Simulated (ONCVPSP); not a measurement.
Ranking ONCV potentials for P

All share these settings but for the change named:

phosphorus (P), optimised norm-conserving Vanderbilt (ONCV), made with ONCVPSP 4.0.1 (PBE, scalar-relativistic). Core [Ne], reference 3s1.5 3p3.5. Waves: 3s: rc 1.35 bohr, ncon 4, nbas 8, qcut 5.2 1/bohr, 2 projectors, debl 3.9 Ha; 3p: rc 1.80 bohr, ncon 3, nbas 6, qcut 4.2 1/bohr, 3 projectors, debl 2.7 Ha. Local part: polynomial inside 1.00 bohr (lpopt 5, dvloc0 6 Ha). Core correction: Teter function, fcfact 5.5, rcfact 1.3.

Test errors are all-electron minus pseudo excitation energies from the reference, over 3s2 3p3; 3s2 3p2; 3s2 3p1; 3s1 3p3. None of these files shows a bound ghost.

The base gives 9.3 meV.

Of 9 variants that were run, those that failed, showed a ghost or another fault, or gave nearly equal values are left out.

A variant can come out equal or close to the base, since the largest error may sit in a test that the change hardly touches while other tests move.

(1) Rank these variants by their largest absolute test error, smallest first.
A. core correction Teter function, fcfact 5.5, rcfact 1.44
B. s: qcut 5.7
C. p: rc 2.7
D. s: nproj 0; local potential the s channel

Answers

(1) C (8.0 meV), B (9.3 meV), D (11.9 meV), A (13.7 meV).
